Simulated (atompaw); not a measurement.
**Before and after: PAW (atompaw) potential for aluminium**

| Item | Value |
| --- | --- |
| Element | aluminium (Al) |
| Generator | atompaw 4.2.0.5 |
| Type | PAW |
| Functional | LDA (PW92) |
| Relativity | non-relativistic |
| Frozen core | [Ne] |
| Valence charge | 3 |
| Reference configuration | 3s2 3p1 |
| Partial waves | 3s (bound): rc 1.65 bohr; 3s channel at 0.45 Ry: rc 1.65 bohr; 3p (bound): rc 2.85 bohr; 3p channel at 0.8 Ry: rc 2.85 bohr |
| Local potential | bessel scheme, radius 2.20 bohr |
| Core correction | smooth core density matched at 1.55 bohr |
| Augmentation charge | besselshape compensation charge, radius 2.15 bohr; PAW radius 2.85 bohr; waves and projectors: custom polynom vanderbiltortho |

Change: local potential bessel scheme, radius 1.50 bohr.

Cutoffs: the cutoffs (Ry, on a coarse ladder) from which the occupation-weighted sum of valence levels, in a spherical-Bessel basis at the reference potential, stays within 10 and 1 mRy of its value at 400 Ry; they do not see the model core or the augmentation charge, which bear on the density cutoff.

What does the change do?

The potential gets harder (15 Ry and 21 Ry → 18 Ry and 21 Ry); a bound ghost appears in s, which as a rule spoils a file. A state that the projectors do not describe sees the local part alone, so a deeper or shallower local part can create or remove a ghost.

| quantity | base | changed |
| --- | --- | --- |
| cutoff, loose | 15 Ry | 18 Ry |
| cutoff, tight | 21 Ry | 21 Ry |
| loose cutoff by channel (10 mRy a level) | s 12 Ry, p 6 Ry | s 15 Ry, p 6 Ry |
| bound ghosts | none | s |
| s: phases at 2.87 bohr within 0.05 rad from the reference energy up to (Ry; the scan ends near 5) | to the end of the scan | to the end of the scan |
| p: phases at 2.87 bohr within 0.05 rad from the reference energy up to (Ry; the scan ends near 5) | 3.1 | 3.1 |
| lowest overlap eigenvalue by channel | s 0.42, p 0.95 | s 0.51, p 0.94 |

 A true bound ghost makes a file unfit for plane-wave use even where its test errors are small: the radial tests pick states by their node count and pass the ghost by. The cutoffs see the waves, projectors and local potential, not the compensation charge or the core.
